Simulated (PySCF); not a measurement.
**Te (tellurium, neutral): PBE calculation**

Configuration: [Kr] 4d10 5s2 5p3 6s1, high-spin 5S determinant (an excited configuration). All numbers are calculated (PySCF 2.14, no relativity, point nucleus, in dyall-av2z (22s16p12d, 130 functions)).

```
Total energy                                     : -6613.58 hartree
One-electron energy                              : -9090.57 hartree
Hartree (Coulomb) energy                         : 2647.69 hartree
Exchange-correlation energy                      : -170.70 hartree
Kinetic energy                                   : 6611.24145 hartree
⟨S²⟩                                             : 6.0005
⟨L²⟩                                             : 0.000
Sum of ⟨r⟩                                       : 40.01 bohr
Sum of ⟨r²⟩                                      : 83.07 bohr²
Density at the nucleus (Gaussians lack the cusp) : 98700 bohr⁻³
Spin density at the nucleus                      : 2.24 bohr⁻³
Langevin diamagnetic susceptibility              : -65.8 ×10⁻⁶ cm³/mol
```

```tsv
shell	electrons	mean orbital energy (hartree)	rms radius, mean of both spins (bohr)
1s α	1	-1117.17123	0.0338
1s β	1	-1117.16798	0.0338
2s α	1	-167.29395	0.137
2s β	1	-167.29259	0.137
2p α	3	-156.99122	0.118
2p β	3	-156.98859	0.118
3s α	1	-33.31078	0.359
3s β	1	-33.30793	0.359
3p α	3	-29.00609	0.351
3p β	3	-29.00283	0.351
3d α	5	-21.01169	0.323
3d β	5	-21.00864	0.323
4s α	1	-5.72224	0.845
4s β	1	-5.71517	0.845
4p α	3	-4.24092	0.890
4p β	3	-4.23328	0.890
4d α	5	-1.74141	1.04
4d β	5	-1.72868	1.04
5s α	1	-0.65565	2.26
5s β	1	-0.57422	2.26
5p α	3	-0.34845	2.72
6s α	1	-0.05680	5.60
```

A non-relativistic calculation at this Z misses sizeable relativistic shifts. The outer electron is Rydberg-like, and this basis confines it to a smaller radius and binds it less than a complete one would.
